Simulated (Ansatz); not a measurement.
A nudged elastic band was laid between two geometries of BClFH + H3P (8 atoms, charge 0, multiplicity 1).

These are results of Ansatz 0.2.0, RHF/def2-mTZVP, not measurements.

```json
{
  "movable images": "9",
  "climbing image": "yes",
  "spring": "5.0 eV/Å²",
  "optimiser": "quadratic models (default)",
  "start path": "through a guess of the saddle point",
  "force threshold": "0.05 eV/Å",
  "iteration limit": "60",
  "end points": "relaxed"
}
```

First end point:

```xyz
8
Properties=species:S:1:pos:R:3
B 0.032 0.943 -0.320
H 0.108 1.295 0.797
F 1.086 0.552 -0.967
Cl -1.523 0.938 -1.147
P -0.168 -3.554 1.347
H -0.713 -3.145 0.117
H 1.102 -2.990 1.126
H -0.672 -2.467 2.085
```

Last end point:

```xyz
8
Properties=species:S:1:pos:R:3
B -0.045 -0.866 -0.628
H -0.136 1.097 3.000
F 0.985 -0.094 -0.435
Cl -1.389 -0.203 -1.570
P -0.143 -2.601 0.212
H -0.716 -3.310 -0.853
H 1.191 -2.989 0.005
H -0.494 0.538 3.307
```

Task: Which bonds break or form, and what moves?

Result: Bonds broken: B1–H2, P5–H8. Bonds formed: B1–P5, H2–H8. BClFH + H3P becomes BClFH2P + H2.

Task: What energy profile does the band end with?

Result: It converged. The highest image is number 5 of 0 to 10, 288.3 kJ/mol above the first end and 247.1 kJ/mol above the last; the last end lies 41.2 kJ/mol above the first. Neighbouring images differ by up to 2.1 eV, so the band resolves the path poorly. A vibrational analysis at the climbing image gives one clearly imaginary mode, 1556i cm⁻¹: a first-order saddle point. The orbitals stay closed-shell, which can raise the energy where a bond breaks towards radicals; this wasn't checked here.

| image | path coordinate (Å) | energy (kJ/mol) | B1–H2 (Å) | P5–H8 (Å) | B1–P5 (Å) |
| --- | --- | --- | --- | --- | --- |
| 0 | 0.00 | 0.0 | 1.17 | 1.41 | 4.80 |
| 1 | 0.70 | 0.3 | 1.17 | 1.41 | 4.34 |
| 2 | 1.41 | 2.8 | 1.17 | 1.41 | 3.90 |
| 3 | 2.11 | 15.9 | 1.17 | 1.41 | 3.40 |
| 4 | 2.82 | 86.8 | 1.17 | 1.45 | 2.80 |
| 5 | 3.53 | 288.3 | 1.30 | 1.79 | 2.22 |
| 6 | 4.26 | 127.4 | 1.93 | 2.28 | 1.96 |
| 7 | 5.00 | 58.9 | 2.54 | 2.81 | 1.94 |
| 8 | 5.73 | 44.1 | 3.07 | 3.36 | 1.93 |
| 9 | 6.47 | 41.4 | 3.61 | 3.97 | 1.93 |
| 10 | 7.20 | 41.2 | 4.13 | 4.42 | 1.93 |

Task: What is the geometry of the highest image?

Result: 
```xyz
8
Properties=species:S:1:pos:R:3
B -0.068 -0.322 0.173
H -0.178 0.358 1.277
F 1.144 -0.127 -0.348
Cl -1.544 0.074 -0.792
P -0.240 -2.390 0.949
H -0.756 -2.730 -0.304
H 1.112 -2.634 0.672
H -0.217 -0.656 1.411
```

Time of the run: 6.7 min on 2 threads of Arm Neoverse N1, on a shared host, peak memory 0.18 GiB.
